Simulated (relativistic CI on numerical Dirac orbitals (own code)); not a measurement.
**Line list: Electric-dipole lines, Cs40+**

Calculated at this level of theory: Dirac-Coulomb-Breit CI, orbitals from a KLI potential per configuration, QED by a radiative potential, unscaled Slater integrals (own radial code, finite nucleus).

Configuration list (outside the closed core [Ne]): 3s²3p³, 3s3p⁴, 3s²3p²3d, 3p⁵, 3s3p³3d, 3p⁴3d, 3s3p²3d², 3s²3p3d4p, 3p⁴4s, 3s3p²3d4s, 3p⁴4p, 3s²3p²4s, 3s²3p²4p, 3p³3d4p, 3s²3p²4d, 3s3p³4s, 3s²3p²4f, 3s3p³4p, 3s3p³4d, 3s3p³4f, 3s²3p²5s, 3s²3p²5p, 3s²3p4s4p, 3s²3p²5d, 3s²3p²5f, 3s²3p²5g, 3s3p²4s², 3s3p³5s, 3s²3p3d², 3s²3d³, 3s3p3d³, 3s²3d²4s, 3s²3d²4p, 3s²3d²4d, 3p³3d², 3p²3d³, 3p²3d²4s, 3p²3d²4p, 3p²3d²4d, 3s²3p3d4s, 3s3p3d²4s, 3s²3d4s², 3s²3d4s4p, 3s²3d4s4d, 3s3p²3d4p, 3s3p3d²4p, 3s3p3d4s4p, 3s3p3d4p², 3s3p3d4p4d, 3p³3d4s, 3p²3d4s², 3p²3d4s4p, 3p²3d4s4d, 3s²3p4s², 3s3p3d4s², 3s²4s²4p, 3s²4s²4d, 3s²3p4p², 3s²3d4p², 3s²4s4p², 3s²4p³, 3s²4p²4d, 3s3p²4s4p, 3s3p4s²4p, 3s3p4s4p², 3s3p4s4p4d. Double excitations out of closed p, d and f shells are left out; levels of such configurations are missing from the list, as are those of other unlisted configurations, and high levels can miss mixing partners. These lack a partner that the ground configuration has and come out too high: 3s²3p²4f, 3s3p³4d, 3s3p³4f, 3s²3p²5s, 3s²3p²5p.

```csv
λ vac (nm),Lower,Upper,A (s⁻¹),E lower (Ry),E upper (Ry)
4.5536,3s²3p²3d ⁴F3/2 [5],3s²3p3d² ⁴F°3/2 [66],8.74e+11,11.4569,31.4689
4.5758,3s²3p²3d ⁴D7/2 [16],3s²3p3d² ⁴P°5/2 [132],6.17e+11,18.6176,38.5328
4.6411,3s²3p³ ²P°3/2 [1],3s²3p²3d ⁴P3/2 [21],8.82e+11,0.0000,19.6346
4.6412,3s²3p³ ²P°3/2 [1],3s²3p²3d ²P1/2 [20],6.39e+11,0.0000,19.6344
4.6563,3s²3p³ ⁴S°3/2 [2],3s²3p²3d ²D3/2 [37],4.51e+11,5.7236,25.2941
4.6600,3s3p⁴ ⁴P5/2 [7],3s3p³3d ⁴D°7/2 [75],3.70e+11,12.9622,32.5174
4.7238,3s²3p³ ²P°3/2 [1],3s²3p²3d ²D5/2 [19],4.96e+11,0.0000,19.2912
4.7279,3s3p⁴ ⁴P5/2 [7],3s3p³3d ⁴P°5/2 [71],5.42e+11,12.9622,32.2366
4.7415,3s²3p³ ²P°1/2 [4],3s²3p²3d ²D3/2 [42],5.08e+11,7.1222,26.3414
4.7648,3s²3p³ ²D°5/2 [3],3s²3p²3d ²F7/2 [40],3.93e+11,6.3484,25.4736
4.8302,3s²3p³ ²D°5/2 [3],3s²3p²3d ²D5/2 [34],3.88e+11,6.3484,25.2143
4.8775,3s²3p²3d ²G9/2 [18],3s²3p3d² ⁴G°9/2 [124],5.13e+11,19.2806,37.9637
5.4573,3s²3p³ ²P°3/2 [6],3s3p⁴ ²P1/2 [57],7.47e+11,12.9300,29.6281
5.5889,3s²3p³ ²D°5/2 [3],3s3p⁴ ²P3/2 [28],3.26e+11,6.3484,22.6533
5.8348,3s²3p²3d ⁴F9/2 [38],3s²3p3d² ²G°9/2 [155],4.28e+11,25.3400,40.9577
5.9562,3s²3p³ ²D°5/2 [3],3s3p⁴ ²D5/2 [27],2.29e+11,6.3484,21.6479
6.0363,3s²3p³ ²P°3/2 [6],3s²3p²3d ²D5/2 [51],3.72e+11,12.9300,28.0264
6.1011,3s²3p³ ⁴S°3/2 [2],3s²3p²3d ²F5/2 [24],2.17e+11,5.7236,20.6597
6.1524,3s²3p³ ²P°3/2 [6],3s²3p²3d ²D3/2 [49],2.75e+11,12.9300,27.7414
6.4433,3s²3p³ ²D°5/2 [3],3s²3p²3d ²F7/2 [22],1.24e+11,6.3484,20.4912
```

Terms are leading LS components. Brackets give the number of a level in order of energy, since labels repeat. The list gives strong lines, with weight on those to low levels, without lines whose two gauges differ by over a factor of 2.5, among the lowest 400 of 7833 levels, so that lines to higher ones, which can be the strongest, are missing. Levels whose partners in the same complex of configurations lie outside the list can be far off, and so can their lines. Rates are taken at the computed energies, electric ones in the length gauge.

At this charge energies of transitions that change n are usually good to better than 1 %, and those within a shell (Δn = 0) to a few per cent.

LS names give the leading component of a level, which can be under half, so a name can repeat, a term be missing and a line seem to break the LS rules.
